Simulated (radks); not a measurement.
Results of a calculation; reference values are marked as such.
Q: Ionisation of Cl, [Ne] 3s2 3p5, to Cl+, [Ne] 3s2 3p4, under several functionals. Scalar-relativistic Kohn-Sham, spin-polarised, spherical densities, point nucleus; open shells are filled with parallel spins first; a radial shooting solver on a logarithmic mesh with Libxc functionals. Known Delta-SCF values: exchange-only B88 11.916 eV; PBEsol 13.023 eV. What does BLYP give, and what is its highest occupied eigenvalue?

A: 12.948 eV by Delta-SCF; the 3p eigenvalue is -8.003 eV. NIST: 12.968 eV (measured).
